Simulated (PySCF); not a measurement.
Species: C₅H₈FSi (charge +1).
SMILES: `C#CC[Si+](C)CF`

Torsions of this conformer, `[CH:1]#[C:2][CH2:3][Si+:4]([CH3:5])[CH2:6][F:7]`: C2–C3–Si4–C5 1°, C3–Si4–C6–F7 -1°.

The closed-shell ground state was solved at several levels (PySCF, density fitting, gas phase, non-relativistic). Isolated species at its GFN2-xTB geometry (one conformer only).

| level | basis functions | HOMO (eV) | LUMO (eV) | gap (eV) |
| --- | --- | --- | --- | --- |
| B3LYP/def2-SVPD | 211 | -11.76 | -8.32 | 3.44 |
| PBE0/pcSseg-1 | 166 | -11.98 | -8.20 | 3.78 |

Question: Estimate the row for PBE0/def2-SVPD, a basis of 211 functions; the other rows only guide the guess.

Answer: HOMO -12.00 eV, LUMO -8.09 eV, gap 3.91 eV.

Question: Over all these levels, which gives the widest orbital gap and which the narrowest?

Answer: PBE0/def2-SVPD (global hybrid, 25 % exact exchange) has the widest, 3.91 eV, and B3LYP/def2-SVPD (global hybrid, 20 % exact exchange) the narrowest, 3.44 eV. The two share the basis. From the narrowest to the widest the HOMO moves by -0.24 eV and the LUMO by +0.23 eV.
